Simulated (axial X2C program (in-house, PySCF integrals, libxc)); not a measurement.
Spin–orbit effects along a row: molecules with O (ions), PBE0

All values come from calculations with an in-house relativistic program for diatomic molecules, spin-free (one-electron X2C) or two-component (2c: spin–orbit coupling with atomic mean-field Coulomb and Gaunt terms, which also bring small scalar terms), in Dyall basis sets with cores contracted in-house; open shells are unrestricted.

Basis sets: Mo dyall-cv3z, Nb dyall-cv3z, O dyall-av3z, Pd dyall-cv3z, Sn dyall-cv3z, Y dyall-cv3z.

```tsv
molecule	spin-free state	Re (Å)	ωe (cm⁻¹)	De (eV)	2c state	Re 2c (Å)	ωe 2c (cm⁻¹)	De 2c (eV)
YO⁺	M_S = 0, Λ = 0	1.726	963.3	n/a	Ω = 0	1.726	963.6	n/a
NbO⁺	M_S = 1, Λ = 0	1.632	1103.5	7.03	Ω = 1	1.632	1103.7	n/a
MoO⁺	M_S = 3/2, Λ = 0	1.613	1075.8	4.68	Ω = 3/2	1.613	1075.0	4.68
PdO⁺	M_S = 3/2, Λ = 0	1.775	670.4	2.02	Ω = 3/2	1.775	669.3	n/a
SnO⁺	M_S = 1/2, Λ = 1	1.974	643.7	3.10	Ω = 3/2	1.974	642.1	n/a
```

(1) Work out the shifts from the spin-free to the two-component result.

Fragments in 2c: Y+ + O, Nb+ + O, Mo+ + O, Pd+ + O, Sn+ + O. Each entry is the lowest single determinant of a limited PBE0 search at one distance. De goes to single-determinant-based atoms at the same level (for ions the charge split of lowest energy) and is withheld (n/a) where an atom does not fit its ground term or J level. Main or longest-lived isotopes. One determinant is a doubtful description, or other states lie close, for NbO⁺, MoO⁺, PdO⁺, SnO⁺; these need not be ground states, and all values refer to the states named. Some open-shell Ω = 0 determinants are out of reach, so the Ω given for NbO⁺ need not be the lowest component. With several unpaired electrons the Ω given is that of one determinant, not necessarily of the lowest component. Some light 2c atoms are not at their ground J level, so De misses part of their lowering (0.04 eV or less). The functionals have no current term, which raises determinants with orbital currents.

Results:

(1) 

```tsv
molecule	2c state	ΔRe (Å)	Δωe (cm⁻¹)	ΔDe (eV)
YO⁺	Ω = 0	0.000	0.3	n/a
NbO⁺	Ω = 1	0.000	0.2	n/a
MoO⁺	Ω = 3/2	0.000	-0.8	0.00
PdO⁺	Ω = 3/2	0.000	-1.1	n/a
SnO⁺	Ω = 3/2	0.000	-1.6	n/a
```

Shifts of one unit in the last digit are rounding.
